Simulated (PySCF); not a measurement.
# GeBr: frontier orbitals

PBE0 at R = 2.347 Å; PySCF, scalar-relativistic core potentials, basis sets Ge cc-pVDZ-PP with ECP10, Br cc-pVDZ-PP with ECP10. State: ²Π (doublet), unpaired electrons π ↑. Only the outer orbitals are listed, counted within each symmetry, core potentials removing the inner ones.

```csv
spin,orbital,occ.,ε (eV),on Ge (%),main shells (%)
α,7σ,1,-22.06,7,92 Br s
α,8σ,1,-14.17,78,"78 Ge s, 16 Br p"
α,9σ,1,-8.92,42,"58 Br p, 24 Ge p, 16 Ge s"
α,5π,1,-8.76,13,"87 Br p, 12 Ge p"
α,5π,1,-8.69,10,"90 Br p, 8 Ge p"
α,6π,1,-5.15,88,"88 Ge p, 12 Br p"
α,6π,0,-3.17,91,"91 Ge p, 8 Br p"
α,10σ,0,-0.55,83,"80 Ge p, 18 Br p"
α,11σ,0,5.80,96,"55 Ge s, 35 Ge p, 10 Br d"
β,7σ,1,-21.99,6,93 Br s
β,8σ,1,-13.40,73,"72 Ge s, 22 Br p"
β,5π,1,-8.68,8,92 Br p
β,9σ,1,-8.64,46,"54 Br p, 23 Ge p, 22 Ge s"
β,5π,1,-8.43,6,94 Br p
β,6π,0,-2.81,93,93 Ge p
β,6π,0,-1.93,94,94 Ge p
β,10σ,0,-0.25,85,"81 Ge p, 16 Br p"
```

Question: Which are the highest filled and the lowest empty level, where do they sit, and how wide is the gap?

Answer: Highest filled α 6π at -5.15 eV (in %: 88 Ge p, 12 Br p); lowest empty α 6π at -3.17 eV (in %: 91 Ge p, 8 Br p); the gap at PBE0 is 1.98 eV. Both belong to one degenerate shell, split only by its one-sided filling, so this is no excitation gap.

```
bond order (Mayer)                               : 1.18
⟨S²⟩                                             : 0.754
charge on Ge (Mulliken, basis-dependent)         : 0.23
charge on Ge (Löwdin, basis-dependent)           : 0.13
dipole moment (positive dipole means Ge(−)Br(+)) : -1.83 D
polarisability along the bond                    : 66.6 bohr³
polarisability across the bond                   : 27.4 bohr³
```

Spin–orbit coupling is left out. The state is the lowest determinant that a PBE0 search found; another state may lie lower at other levels.
